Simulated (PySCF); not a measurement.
Core-level binding energies of `NB[O][GeH3]`

BGeH₆NO.
Z-matrix (Å and degrees, PBE0-D3(BJ)/def2-SVP geometry), rows numbered from 1:
```
N 
B   1  1.4070
O   2  1.3664  1  124.08
Ge  3  1.7842  2  129.11  1     0.41
H   1  1.0119  2  125.30  3     0.22
H   1  1.0101  2  121.28  3   179.96
H   2  1.2137  1  118.27  3   179.91
H   4  1.5414  3  109.05  2   -60.52
H   4  1.5415  3  109.02  2    59.67
H   4  1.5321  3  105.42  2   179.58
```

Computed with delta-SCF UKS SCAN, pcX-2 on the ionised atom, pcseg-1 elsewhere, spin-free X2C in PySCF 2.14.0. Each binding energy is the total energy of the core-ionised species, with the hole localised on one atom, minus that of the ground state; both are solved self-consistently, so orbital relaxation is included.

What binding energy does each computed site have?

```json
{"atom(s)": "N1", "environment": "boron-bound nitrogen", "level": "N 1s", "binding energy (eV)": "405.09", "count": "1"}
{"atom(s)": "B2", "environment": "three-coordinate boron", "level": "B 1s", "binding energy (eV)": "196.30", "count": "1"}
{"atom(s)": "O3", "environment": "boron-bound oxygen", "level": "O 1s", "binding energy (eV)": "537.51", "count": "1"}
```

Give the binding energy of O 1s of O3 in hartree and in kJ/mol.

537.51 eV = 19.7531 Eh = 51862 kJ/mol.

Which effective nuclear charge Zeff reproduces each element's mean 1s value in the hydrogen-like formula E = 13.606 eV × Zeff²?

B (Z = 5): mean 196.3 eV, Zeff = 3.80, Z − Zeff = 1.20; N (Z = 7): mean 405.1 eV, Zeff = 5.46, Z − Zeff = 1.54; O (Z = 8): mean 537.5 eV, Zeff = 6.29, Z − Zeff = 1.71. Means run over the listed sites, weighted by atom count.

No level of germanium is listed. Isolated species at its PBE0-D3(BJ)/def2-SVP geometry (one conformer only).
